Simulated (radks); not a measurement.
The numbers below are computed, except where a source is named.
Initial-state core-level shifts of neutral magnesium when its valence configuration changes from [Ne] 3s2. Code: a radial shooting solver on a logarithmic mesh with Libxc functionals. Model: scalar-relativistic Kohn-Sham, BLYP, spin-polarised, spherical densities, finite nucleus; open shells are filled with parallel spins first; Fermi nuclear charge, rms radius 3.057 fm. Shifts are changes of the shell-averaged eigenvalues in eV (positive: less bound); the change of the density at the nucleus, which sets a Mossbauer isomer shift, is in e/bohr^3, on a base of 1164.

valence          1s      2s      2p  density at nucleus
3s1.5 3p0.5  -0.995  -0.978  -0.972             -0.7058
3s0.5 3p1.5  -2.695  -2.656  -2.633             -2.4414
3s1 3p1      -1.741  -1.721  -1.706             -1.5360
3p2          -3.611  -3.556  -3.524             -3.3956
